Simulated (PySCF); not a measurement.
## Working out the ionisation energy of Cu

Cu [Ar] 3d10 4s1 (2S) → Cu⁺ [Ar] 3d10 (1S). Calculation: PySCF 2.14, in pcseg-2 (6s4p3d2f1g, 56 functions); no relativity, point nucleus. Frozen: [Ar]. Energies in hartree (1 hartree = 27.21139 eV):

```csv
part,Cu (lower),Cu⁺ (upper)
UHF,-1638.930755,-1638.695180
MP2 opposite-spin,-0.275986,-0.256843
MP2 same-spin,-0.164577,-0.150925
```

Q: What does Hartree-Fock give?

A: (-1638.695180) − (-1638.930755) = 0.235575 hartree = 6.410 eV.

Q: What do MP2 and SCS-MP2 (6/5 opposite-spin, 1/3 same-spin) give?

A: The opposite-spin parts differ by 0.521 eV and the same-spin parts by 0.371 eV. MP2: 6.410 + (0.521) + (0.371) = 7.302 eV. SCS-MP2: 6.410 + 1.2 × (0.521) + (0.371)/3 = 7.159 eV.

Measured between the centres of the two terms (NIST): 7.726 eV, so MP2 (valence) is off by -0.424 eV.

The calculation is non-relativistic.

What remains against the reference includes basis incompleteness, the frozen core and correlation beyond second order.
